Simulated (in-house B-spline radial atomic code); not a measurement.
One electron outside the 1s2 core: Cu26+

Computed with a B-spline radial code for spherical atoms, no-pair Dirac-Coulomb Hamiltonian, finite nucleus. Rungs: frozen-core Dirac-Hartree-Fock (DHF); Brueckner orbitals from the second-order correlation potential; the same with the Coulomb interaction screened by the core and the hole-particle interaction summed; Breit and QED terms from differences of relaxed Dirac-Fock atoms, where computed. Partial waves beyond l = 6 are extrapolated. The tables show a selection of states; those near core-excited levels, with erratic corrections or far from their DHF start are never shown.

Command:
```bash
python run_mb.py task.json out
```
Settings (nuclear radius in fm, box in bohr, cutoff in hartree):
```
basis_form          2
Z                   29
core_configuration  1s2
rms_radius          3.8823
mass_number         63
speed_of_light      137.036
box_radius          7.822
lmax                6
intervals           62
virtual_cutoff      1682.0
```

Time taken, with all properties: 6.7 s on 1 thread of Intel(R) Xeon(R) 6975P-C (shared host).

Removal energies (eV):

```csv
state,DHF,second order,screened,Breit + QED,final
2s1/2,2588.26,2588.41,2588.41,-1.47,2586.94
2p1/2,2532.92,2533.27,2533.28,-1.49,2531.78
2p3/2,2506.54,2506.86,2506.87,-0.685,2506.18
3s1/2,1134.95,?,?,?,?
3p1/2,1119.6,1119.68,1119.68,-0.419,1119.26
3p3/2,1111.79,1111.87,1111.87,-0.19,1111.68
3d3/2,1105.89,1105.93,1105.93,-0.0133,1105.92
3d5/2,1103.49,?,?,?,?
4s1/2,633.994,634.01,634.01,-,-
4p1/2,627.669,627.702,627.702,-,-
4p3/2,624.384,624.415,624.415,-,-
4d3/2,621.937,621.953,621.953,-0.00774,621.945
4d5/2,620.923,620.938,620.938,-0.00419,620.934
4f5/2,620.791,620.794,620.794,-,-
```

Problem. What does correlation do to 3d5/2?

Solution. It adds 0.03432 eV to the removal energy in second order and 0.03484 eV with screening; Breit and QED add -0.00832 eV, for a final 1103.52 eV.

Problem. What does correlation do to 3s1/2?

Solution. It adds 0.04162 eV to the removal energy in second order and 0.04226 eV with screening; Breit and QED add -0.428 eV, for a final 1134.57 eV.

Problem. How does the lowest state compare with the NIST ionisation energy?

Solution. 2s1/2 is bound by 2586.936 eV, without recoil; NIST lists 2586.954 ± 0.007 eV (tabulated theory), a difference of -0.018 eV.

Electric-dipole lines from 2s1/2 (reduced matrix elements in atomic units, length form, static core polarisation, sign of DHF taken positive):

```tsv
upper	DHF	+ core polarisation	+ Brueckner	λ (nm)	A (s⁻¹)
2p1/2	0.1528	0.1525	0.1525	22.48	2.07e+09
2p3/2	0.2183	0.2179	0.2179	15.353	6.64e+09
```

Magnetic hyperfine constants per unit nuclear g factor (MHz, nucleus as a uniformly magnetised ball; they apply to isotopes with nuclear spin):

```
state     DHF  + core polarisation  + Brueckner
2s1/2  752500               770700       770800
2p1/2  239300               244100       244200
2p3/2   44490                40650        40660
3s1/2  219900               224700       224800
3p1/2   70720                71820        71830
3p3/2   13170                12320        12320
```
